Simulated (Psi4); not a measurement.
CH₃O, charge +1, singlet, geometry from GFN2-xTB; PBE/cc-pVDZ run with Psi4.

Input for Psi4:
```
memory 2 GB

molecule {
1 1
O    -0.10364914   -0.12932954    0.58989088
C     0.11172867    0.04016533   -0.60083038
H     0.14193939    1.01608503   -1.10404748
H     0.28838394   -0.85776849   -1.21133073
H    -0.27150229    0.63532785    1.20123344
}

set {
  basis cc-pvdz
}

energy('pbe')
print_variables()
```

Output, abridged:

```
   => Loading Basis Set <=

    Name: CC-PVDZ
    Role: ORBITAL
    Keyword: BASIS

         ---------------------------------------------------------
                                   SCF
               by Justin Turney, Rob Parrish, Andy Simmonett
                          and Daniel G. A. Smith
                              RKS Reference
         ---------------------------------------------------------

  ==> Geometry <==

    Molecular point group: c1
    Full point group: C1

    Geometry (in Angstrom), charge = 1, multiplicity = 1:

       Center              X                  Y                   Z               Mass
    ------------   -----------------  -----------------  -----------------  -----------------
         O           -0.098585973073    -0.103964705966     0.554349811562    15.994914619570
         C            0.116791836927     0.065530164034    -0.636371448438    12.000000000000
         H            0.147002556927     1.041449864034    -1.139588548438     1.007825032230
         H            0.293447106927    -0.832403655966    -1.246871798438     1.007825032230
         H           -0.266439123073     0.660692684034     1.165692371562     1.007825032230

  Running in c1 symmetry.

  Rotational constants: A =      6.97747  B =      1.15788  C =      0.99308 [cm^-1]
  Rotational constants: A = 209179.22066  B =  34712.29186  C =  29771.80338 [MHz]
  Nuclear repulsion =   37.345548174325664

  Charge       = 1
  Multiplicity = 1
  Electrons    = 16
  Nalpha       = 8
  Nbeta        = 8

  ==> Algorithm <==

  SCF Algorithm Type is DF.
  DIIS enabled.
  MOM disabled.
  Fractional occupation disabled.
  Guess Type is SAD.
  Energy threshold   = 1.00e-06
  Density threshold  = 1.00e-06
  Integral threshold = 1.00e-12

  ==> Primary Basis <==

  Basis Set: CC-PVDZ
    Blend: CC-PVDZ
    Number of shells: 21
    Number of basis functions: 43
    Number of Cartesian functions: 45
    Spherical Harmonics?: true
    Max angular momentum: 2

  ==> DFT Potential <==

   => LibXC <=

    Version 7.1.2
    S. Lehtola, C. Steigemann, M. J. T. Oliveira, and M. A. L. Marques,  SoftwareX 7, 1–5 (2018) (10.1016/j.softx.2017.11.002)

   => Composite Functional: PBE <=

    PBE GGA Exchange-Correlation Functional

    J.P. Perdew et. al., Phys. Rev. Lett., 77(18), 3865-3868, 1996

    Deriv               =              1
    GGA                 =           TRUE
    Meta                =          FALSE

    Exchange Hybrid     =          FALSE
    MP2 Hybrid          =          FALSE

   => Exchange Functionals <=

    1.0000     XC_GGA_X_PBE

   => Correlation Functionals <=

    1.0000     XC_GGA_C_PBE

   => LibXC Density Thresholds  <==

    XC_GGA_C_PBE:  1.00E-12
    XC_GGA_X_PBE:  1.00E-15

   => Molecular Quadrature <=

    Radial Scheme          =       TREUTLER
    Pruning Scheme         =           NONE
    Nuclear Scheme         =       TREUTLER

    Blocking Scheme        =         OCTREE
    BS radius alpha        =              1
    Pruning alpha          =              1
    Radial Points          =             75
    Spherical Points       =            302
    Total Points           =         109062
    Total Blocks           =            857
    Max Points             =            256
    Max Functions          =             43
    Weights Tolerance      =       1.00E-15

   => Loading Basis Set <=

    Name: (CC-PVDZ AUX)
    Role: JKFIT
    Keyword: DF_BASIS_SCF

  ==> Integral Setup <==

  SCF_SUBTYPE=INCORE selected. In-core MEM_DF algorithm will be used.
  Using in-core AOs.

  ==> MemDFJK: Density-Fitted J/K Matrices <==

    J tasked:                   Yes
    K tasked:                    No
    wK tasked:                   No
    Algorithm:                 Core
    Schwarz Cutoff:           1E-12
    Mask sparsity (%):       0.0000
    Fitting Condition:        1E-10

   => Auxiliary Basis Set <=

  Basis Set: (CC-PVDZ AUX)
    Blend: CC-PVDZ-JKFIT
    Number of shells: 75
    Number of basis functions: 209
    Number of Cartesian functions: 237
    Spherical Harmonics?: true
    Max angular momentum: 3

  Minimum eigenvalue in the overlap matrix is 1.6673875037E-02.
  Reciprocal condition number of the overlap matrix is 3.9342746205E-03.
    Using symmetric orthogonalization.

  ==> Pre-Iterations <==

  SCF Guess: Superposition of Atomic Densities via on-the-fly atomic UHF (no occupation information).

   -------------------------
    Irrep   Nso     Nmo
   -------------------------
     A         43      43
   -------------------------
    Total      43      43
   -------------------------

  ==> Iterations <==

                           Total Energy        Delta E     RMS |[F,P]|

   @DF-RKS iter SAD:  -114.72362479233357   -1.14724e+02   0.00000e+00
   @DF-RKS iter   1:  -114.60532283097696    1.18302e-01   7.99162e-03 DIIS/ADIIS
   @DF-RKS iter   2:  -114.56318625956868    4.21366e-02   1.12904e-02 DIIS/ADIIS
   @DF-RKS iter   3:  -114.64665720509714   -8.34709e-02   3.26401e-03 DIIS/ADIIS
   @DF-RKS iter   4:  -114.65534174324399   -8.68454e-03   5.73982e-04 DIIS/ADIIS
   @DF-RKS iter   5:  -114.65560558337724   -2.63840e-04   4.64366e-05 DIIS
   @DF-RKS iter   6:  -114.65560792551769   -2.34214e-06   5.86960e-06 DIIS
   @DF-RKS iter   7:  -114.65560795167490   -2.61572e-08   1.41812e-06 DIIS
   @DF-RKS iter   8:  -114.65560795334362   -1.66872e-09   1.22935e-07 DIIS
  Energy and wave function converged.

  ==> Post-Iterations <==

   Electrons on quadrature grid:
      Ntotal   =   15.9999987883 ; deviation = -1.212e-06

    Orbital Energies [Eh]
    ---------------------

    Doubly Occupied:

[...]
    Virtual:

[...]
    Final Occupation by Irrep:
              A
    DOCC [     8 ]
    NA   [     8 ]
    NB   [     8 ]

  @DF-RKS Final Energy:  -114.65560795334362

   => Energetics <=

    Nuclear Repulsion Energy =             37.3455481743256641
    One-Electron Energy =                -224.1553325555263143
    Two-Electron Energy =                  86.8088577877362582
    DFT Exchange-Correlation Energy =     -14.6546813598792305
    Empirical Dispersion Energy =           0.0000000000000000
    VV10 Nonlocal Energy =                  0.0000000000000000
    Total Energy =                       -114.6556079533436190

Computation Completed

Properties will be evaluated at   0.000000,   0.000000,   0.000000 [a0]

Properties computed using the SCF density matrix

 Multipole Moments:

 ------------------------------------------------------------------------------------
     Multipole            Electronic (a.u.)      Nuclear  (a.u.)        Total (a.u.)
 ------------------------------------------------------------------------------------

 L = 1.  Multiply by 2.5417464519 to convert [e a0] to [Debye]
 Dipole X            :         -0.1452208            0.1626559            0.0174350
 Dipole Y            :         -0.1190029            0.8148541            0.6958512
 Dipole Z            :          0.8045231           -1.1417691           -0.3372459
 Magnitude           :                                                    0.7734648

 ------------------------------------------------------------------------------------

  Variable Map:
  ----------------------------------------------------------------------------
[...]
  Array Variable Map:
  ----------------------------------------------------------------------------
[...]
[...]
```
